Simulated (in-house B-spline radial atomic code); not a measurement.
Values are calculated unless marked as measured or tabulated.
## Making a Troullier-Martins p channel for Cu, r_c = 0.7 bohr

Cu, [Ar] 3d10 4s1, non-relativistic LDA (VWN5), spherical and spin-unpolarised, from an all-electron radial atomic-structure program (B-spline basis) (atomic units). The all-electron 3p level is ε = -2.609244 hartree, its outermost node lies just inside 0.27 bohr and its outer maximum at 0.62 bohr.

Inside r_c the pseudo-orbital is u(r) = r^2 exp(p(r)), with p = c0 + c2 r² + c4 r⁴ + … + c12 r¹². The seven coefficients follow from p and its first four derivatives at r_c, from zero curvature of the screened potential at the origin, c4 = −c2²/(2l + 5), and from the norm inside r_c. At r_c the all-electron orbital has P = 1.209086, P' = -0.7160667, the screened potential V = -7.574267, V' = 25.34123, V'' = -110.2011, and the norm inside is Q = 0.4800258.

(1) What are p, p' and p'' at r_c?

For a trial c2 the five matching conditions are linear in c0, c6, c8, c10 and c12, and c2 is varied until the norm inside r_c equals Q. The root nearest zero gives:

```tsv
n	c_n
0	2.02129
2	-1.592986
4	-0.3625151
6	-12.77827
8	39.46957
10	-45.69678
12	19.38824
```

(2) Check c4 and p(r_c), and find the screened pseudopotential at the origin.

Orbitals and screened potentials:

```csv
r (bohr),P,u,V all-electron,V pseudo
0.07,-0.4747,0.0367,-320.6,-10.58
0.175,-0.5317,0.22,-94.58,-10.84
0.28,0.1231,0.5186,-45.74,-11.84
0.385,0.7452,0.8543,-26.32,-13.21
0.49,1.107,1.119,-16.55,-13.22
0.595,1.234,1.234,-10.97,-10.76
0.7,1.209,1.209,-7.574,-7.574
```

Logarithmic derivatives P'/P at R = 1.0 bohr, for energies E around ε:

```tsv
E − ε (hartree)	all-electron	pseudo
-0.5	-0.645079	-0.645595
-0.25	-1.08458	-1.08474
-0.1	-1.38556	-1.38559
0	-1.60501	-1.60501
0.1	-1.84181	-1.84185
0.25	-2.23488	-2.23514
0.5	-3.01796	-3.01935
```

(3) With P(R) = 0.8423943 and a norm of 0.8081218 inside R, what slope in energy does norm conservation fix?

Answers

(1) p = ln(P/r_c^2) = ln(1.209086/0.49) = 0.90321. p' = P'/P − 2/r_c = -0.59224 − 2.85714 = -3.44938. The radial equation gives p'' = 2(V − ε) − 2(2) p'/r_c − p'² = -9.93005 − (-19.71075) − 11.89823 = -2.11753. Differentiating, p''' = 2V' + 2(2)p'/r_c² − 2(2)p''/r_c − 2p'p'' = 20.016, and p'''' = 2V'' − 4(2)p'/r_c³ + 4(2)p''/r_c² − 2(2)p'''/r_c − 2p''² − 2p'p''' = -159.78.

(2) −c2²/7 = -0.362515, as listed. The terms c_n r_c^n are 2.02129, -0.78056, -0.08704, -1.50335, 2.27534, -1.29082, 0.26836, which sum to 0.90321. Inverting the radial equation, V_l(r) = ε + 2 p'/r + (p'' + p'²)/2, so V_l(0) = ε + (2l + 3) c2 = -2.609244 + 5 × (-1.59299) = -10.5742 hartree, finite where the all-electron potential diverges.

(3) d(P'/P)/dE = −2 × (norm inside R)/P(R)² = -2.2776 per hartree·bohr at E = ε, for both atoms, since orbital and norm agree at R. Differences over ±0.1 hartree give -2.2812 (all-electron) and -2.2813 (pseudo), which also hold third-order terms. Half a hartree below ε the two curves differ by -0.0005.
